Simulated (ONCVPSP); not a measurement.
Which change was made? (Ni, ONCV)

```json
{
  "Element": "nickel",
  "Generator": "ONCVPSP 4.0.1",
  "Type": "optimised norm-conserving Vanderbilt (ONCV)",
  "Functional": "LDA (Perdew-Wang 92)",
  "Relativity": "scalar-relativistic",
  "Frozen core": "[Ne]",
  "Valence charge": "18",
  "Reference configuration": "3s2 3p6 3d8 (charge +2)",
  "Partial waves": "3s: rc 1.20 bohr, ncon 4, nbas 8, qcut 8.5 1/bohr, 1 projector; 3p: rc 1.00 bohr, ncon 3, nbas 6, qcut 14.7 1/bohr, 2 projectors, debl 1.2 Ha; 3d: rc 1.30 bohr, ncon 5, nbas 9, qcut 11.1 1/bohr, 2 projectors, debl 0.3 Ha",
  "Local potential": "polynomial inside 0.80 bohr (lpopt 5, dvloc0 0 Ha)",
  "Core correction": "none"
}
```

In the p channel the program set the typed energies aside and used -3.346, 0.250 Ha. In the d channel the program set the typed energies aside and used -1.055, 0.250 Ha.

Cutoffs, loose and tight: the cutoffs (Ha) at which the residual kinetic energy of the hardest occupied pseudo-wave falls to 1 and 0.1 mHa per electron. They do not see the model core or the augmentation charge, which bear on the density cutoff. Test errors are all-electron minus pseudo excitation energies from the reference, over the configurations 3s2 3p6 3d8 4s2; 3s2 3p6 3d8 4s1; 3s2 3p6 3d7; 3s2 3p6 3d8 4s1.5; variants that change the core or the reference have their own tests.

The base gives: outcome: generated, projector energies reset by the program; cutoff, loose: 57 Ha; cutoff, tight: 110 Ha; bound ghosts: none; GHOST(+) flags above zero: none; largest test error (meV): +1350.

(1) After one change the result is: outcome: generated, projector energies reset by the program; cutoff, loose: 364 Ha; cutoff, tight: 404 Ha; bound ghosts: none; GHOST(+) flags above zero: d; largest test error (meV): +1352. Which change was it?
A. d: rc 0.88
B. functional Wu-Cohen; d: rc 1, qcut 14.4
C. core [Ar], valence charge 10; reference 3d8; waves now s scattering state at 0.32 Ha: rc 1.45 bohr, ncon 4, nbas 8, qcut 3.9 1/bohr, 2 projectors, debl 3.6 Ha; p scattering state at 0.05 Ha: rc 1.60 bohr, ncon 4, nbas 8, qcut 4.1 1/bohr, 2 projectors, debl 0.6 Ha; 3d: rc 1.50 bohr, ncon 4, nbas 8, qcut 9 1/bohr, 2 projectors, debl 0.9 Ha; local potential polynomial inside 1.05 bohr (lpopt 2, dvloc0 6 Ha)
D. reference 3s2 3p6 3d8 4s2; wave 3s: rc 1.20 bohr, ncon 4, nbas 8, qcut 8.5 1/bohr, 1 projector becomes 3s+4s: rc 1.20 bohr, ncon 4, nbas 8, qcut 8.5 1/bohr, 2 projectors

## Answers

(1) A. The others give: core [Ar], valence charge 10; reference 3d8; waves now s scattering state at 0.32 Ha: rc 1.45 bohr, ncon 4, nbas 8, qcut 3.9 1/bohr, 2 projectors, debl 3.6 Ha; p scattering state at 0.05 Ha: rc 1.60 bohr, ncon 4, nbas 8, qcut 4.1 1/bohr, 2 projectors, debl 0.6 Ha; 3d: rc 1.50 bohr, ncon 4, nbas 8, qcut 9 1/bohr, 2 projectors, debl 0.9 Ha; local potential polynomial inside 1.05 bohr (lpopt 2, dvloc0 6 Ha) → outcome: generated, projector energies reset by the program; cutoff, loose: 38 Ha; cutoff, tight: 72 Ha; bound ghosts: s, p; GHOST(+) flags above zero: p; largest test error (meV): +78 | functional Wu-Cohen; d: rc 1, qcut 14.4 → outcome: generated, projector energies reset by the program; cutoff, loose: 93 Ha; cutoff, tight: 123 Ha; bound ghosts: none; GHOST(+) flags above zero: none; largest test error (meV): +1377 | reference 3s2 3p6 3d8 4s2; wave 3s: rc 1.20 bohr, ncon 4, nbas 8, qcut 8.5 1/bohr, 1 projector becomes 3s+4s: rc 1.20 bohr, ncon 4, nbas 8, qcut 8.5 1/bohr, 2 projectors → outcome: generated, projector energies reset by the program; cutoff, loose: 57 Ha; cutoff, tight: 109 Ha; bound ghosts: none; GHOST(+) flags above zero: none; largest test error (meV): +8.3.
